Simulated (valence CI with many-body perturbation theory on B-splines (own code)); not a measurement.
Results of a calculation; reference values are marked as such.
## Energy levels of Hg LXVII

Method: valence CI with perturbative core correlation (CI+MBPT): four valence electrons over a frozen Dirac-Fock core [Ne], a basis of 11 s, 11 p, 10 d, 8 f, 5 g, 2 h functions for each j, with the one-electron correlation potential Σ1 (screened to all orders), the two-electron term Σ2, the three-electron term Σ3, Breit, model QED; selected single and double excitations, second order for the rest, scaled by the run's own slope (own B-spline code, finite nucleus).

No measured spectrum was set against this ion. As an estimate, large intervals hold to a few tenths of a per cent, small ones and those within an open d or f shell to about a per cent. Among the levels kept, up to 590 cm⁻¹ of a level comes from second order outside the variational space, and about a tenth of that is noise between levels of different J, which matters for small intervals.

Levels 91 to 135 of 167, with energies above the lowest level, (3s^2 3p1/2^2) J=0. "Leading %" is the weight of the configuration and term that name the level; weights of strongly mixed levels are sums over their largest components and can fall short. In the jj column 3d3/2^4 stands for four electrons in 3d with j = 3/2.

| No. | Configuration | Term | J | E (eV) | Leading % | Leading jj | Second component | g |
| --- | --- | --- | --- | --- | --- | --- | --- | --- |
| 91 | 3s 3p 3d2 | 3G° | 3 | 1848.1 | 43 | 3s 3p1/2 3d3/2 3d5/2 (97 %) | 16 % 3s 3p 3d2 3F° | 0.994 |
| 92 | 3s 3p 3d2 | 3G° | 5 | 1849.4 | 34 | 3s 3p1/2 3d3/2 3d5/2 (98 %) | 29 % 3s 3p 3d2 3H° | 1.117 |
| 93 | 3s 3p 3d2 | 3H° | 4 | 1852.2 | 48 | 3s 3p1/2 3d3/2 3d5/2 (96 %) | 19 % 3s 3p 3d2 3G° | 0.932 |
| 94 | 3s 3p 3d2 | 1D° | 2 | 1856.0 | 24 | 3s 3p1/2 3d3/2 3d5/2 (95 %) | 12 % 3s 3p 3d2 3D° | 1.014 |
| 95 | 3s 3p 3d2 | 3D° | 1 | 1863.2 | 52 | 3s 3p1/2 3d3/2 3d5/2 (92 %) | 10 % 3s 3p 3d2 3P° | 0.971 |
| 96 | 3s 3p 3d2 | 3P° | 0 | 1866.5 | 47 | 3s 3p1/2 3d3/2 3d5/2 (93 %) | 26 % 3s 3p 3d2 1S° |  |
| 97 | 3s 3p 3d2 | 5D° | 3 | 1872.3 | 26 | 3s 3p1/2 3d3/2 3d5/2 (88 %) | 11 % 3s 3p 3d2 5F° | 1.271 |
| 98 | 3s 3p 3d2 | 5D° | 2 | 1876.4 | 22 | 3s 3p1/2 3d3/2 3d5/2 (98 %) | 13 % 3s 3p 3d2 3P° | 1.336 |
| 99 | 3s 3p 3d2 | 3F° | 4 | 1879.6 | 42 | 3s 3p1/2 3d3/2 3d5/2 (89 %) | 22 % 3s 3p 3d2 5D° | 1.234 |
| 100 | 3s 3p 3d2 | 3F° | 2 | 1891.0 | 22 | 3s 3p1/2 3d3/2 3d5/2 (88 %) | 20 % 3s 3p 3d2 3D° | 1.170 |
| 101 | 3s 3p 3d2 | 3G° | 3 | 1892.6 | 32 | 3s 3p1/2 3d3/2 3d5/2 (94 %) | 18 % 3s 3p 3d2 1F° | 0.984 |
| 102 | 3s 3p 3d2 | 3D° | 1 | 1901.4 | 28 | 3s 3p1/2 3d3/2 3d5/2 (83 %) | 14 % 3s 3p 3d2 1P° | 1.073 |
| 103 | 3p2 3d2 | 3F | 2 | 1926.7 | 40 | 3p1/2^2 3d3/2^2 (99 %) | 23 % 3p2 3d2 5G | 0.754 |
| 104 | 3p2 3d2 | 3P | 0 | 1954.8 | 58 | 3p1/2^2 3d3/2^2 (98 %) | 27 % 3p2 3d2 5D |  |
| 105 | 3s 3p 3d2 | 5D° | 4 | 1955.0 | 29 | 3s 3p1/2 3d5/2^2 (97 %) | 18 % 3s 3p 3d2 3F° | 1.272 |
| 106 | 3p4 | 1D | 2 | 1968.9 | 37 | 3p1/2 3p3/2^3 (55 %) | 17 % 3p4 3P | 1.198 |
| 107 | 3s 3p 3d2 | 3D° | 2 | 1969.6 | 25 | 3s 3p1/2 3d5/2^2 (98 %) | 18 % 3s 3p 3d2 3P° | 1.335 |
| 108 | 3s 3p 3d2 | 3G° | 5 | 1971.7 | 34 | 3s 3p1/2 3d5/2^2 (97 %) | 23 % 3s 3p 3d2 5G° | 1.198 |
| 109 | 3p4 | 3P | 1 | 1975.6 | 78 | 3p1/2 3p3/2^3 (78 %) | 6 % 3s 3p2 3d 1P | 1.479 |
| 110 | 3s 3p 3d2 | 3D° | 3 | 1986.3 | 27 | 3s 3p1/2 3d5/2^2 (98 %) | 24 % 3s 3p 3d2 3F° | 1.216 |
| 111 | 3s 3p 3d2 | 3G° | 4 | 1988.8 | 29 | 3s 3p1/2 3d5/2^2 (97 %) | 17 % 3s 3p 3d2 1G° | 1.064 |
| 112 | 3s 3p 3d2 | 3D° | 3 | 1993.0 | 35 | 3s 3p1/2 3d5/2^2 (92 %) | 16 % 3s 3p 3d2 3F° | 1.148 |
| 113 | 3s 3p2 3d | 5P | 1 | 1993.7 | 35 | 3s 3p3/2^2 3d3/2 (91 %) | 17 % 3s 3p2 3d 3P | 1.705 |
| 114 | 3s 3p2 3d | 3F | 3 | 1995.1 | 24 | 3s 3p3/2^2 3d3/2 (96 %) | 24 % 3s 3p2 3d 5D | 1.283 |
| 115 | 3s 3p2 3d | 5D | 2 | 1996.5 | 19 | 3s 3p3/2^2 3d3/2 (73 %) | 16 % 3s 3p2 3d 5P | 1.297 |
| 116 | 3s 3p 3d2 | 3D° | 2 | 1997.3 | 25 | 3s 3p1/2 3d5/2^2 (94 %) | 23 % 3s 3p 3d2 3F° | 1.076 |
| 117 | 3s 3p 3d2 | 3P° | 1 | 1999.3 | 32 | 3s 3p1/2 3d5/2^2 (94 %) | 20 % 3s 3p 3d2 3D° | 1.208 |
| 118 | 3s 3p 3d2 | 3P° | 0 | 2001.8 | 76 | 3s 3p1/2 3d5/2^2 (98 %) | 17 % 3s 3p 3d2 5D° |  |
| 119 | 3s 3p2 3d | 3F | 4 | 2002.9 | 44 | 3s 3p3/2^2 3d3/2 (97 %) | 21 % 3s 3p2 3d 5F | 1.206 |
| 120 | 3s 3p 3d2 | 3P° | 1 | 2021.6 | 48 | 3s 3p1/2 3d5/2^2 (95 %) | 18 % 3s 3p 3d2 1P° | 1.289 |
| 121 | 3s 3p2 3d | 3D | 1 | 2031.0 | 56 | 3s 3p3/2^2 3d3/2 (94 %) | 13 % 3s 3p2 3d 5F | 0.694 |
| 122 | 3s 3p2 3d | 3P | 0 | 2043.4 | 84 | 3s 3p3/2^2 3d3/2 (91 %) | 11 % 3s 3p2 3d 5D |  |
| 123 | 3s 3p2 3d | 3D | 2 | 2045.1 | 49 | 3s 3p3/2^2 3d3/2 (94 %) | 22 % 3s 3p2 3d 1D | 1.119 |
| 124 | 3s 3p2 3d | 3F | 3 | 2046.7 | 34 | 3s 3p3/2^2 3d3/2 (97 %) | 31 % 3s 3p2 3d 1F | 0.995 |
| 125 | 3p2 3d2 | 3F | 3 | 2054.7 | 33 | 3p1/2^2 3d3/2 3d5/2 (98 %) | 22 % 3p2 3d2 5G | 1.068 |
| 126 | 3s 3p2 3d | 3D | 1 | 2054.9 | 52 | 3s 3p3/2^2 3d3/2 (90 %) | 18 % 3s 3p2 3d 3P | 0.947 |
| 127 | 3s 3p2 3d | 3F | 2 | 2059.9 | 27 | 3s 3p3/2^2 3d3/2 (83 %) | 23 % 3s 3p2 3d 3D | 1.031 |
| 128 | 3p2 3d2 | 3P | 2 | 2067.5 | 23 | 3p1/2^2 3d3/2 3d5/2 (98 %) | 9 % 3p2 3d2 5P | 1.164 |
| 129 | 3p2 3d2 | 1G | 4 | 2072.5 | 25 | 3p1/2^2 3d3/2 3d5/2 (98 %) | 21 % 3p2 3d2 3H | 1.050 |
| 130 | 3p2 3d2 | 3P | 1 | 2073.5 | 37 | 3p1/2^2 3d3/2 3d5/2 (98 %) | 32 % 3p2 3d2 5D | 1.499 |
| 131 | 3s 3p2 3d | 5F | 5 | 2085.6 | 61 | 3s 3p3/2^2 3d5/2 (100 %) | 39 % 3s 3p2 3d 3G | 1.307 |
| 132 | 3s 3p2 3d | 3F | 4 | 2090.0 | 52 | 3s 3p3/2^2 3d5/2 (98 %) | 34 % 3s 3p2 3d 5D | 1.307 |
| 133 | 3s 3p2 3d | 3P | 0 | 2115.9 | 63 | 3s 3p3/2^2 3d5/2 (90 %) | 32 % 3s 3p2 3d 1S |  |
| 134 | 3s 3p2 3d | 3P | 1 | 2122.9 | 41 | 3s 3p3/2^2 3d5/2 (96 %) | 22 % 3s 3p2 3d 1P | 1.478 |
| 135 | 3s 3p2 3d | 3D | 3 | 2123.4 | 43 | 3s 3p3/2^2 3d5/2 (97 %) | 22 % 3s 3p2 3d 1F | 1.218 |
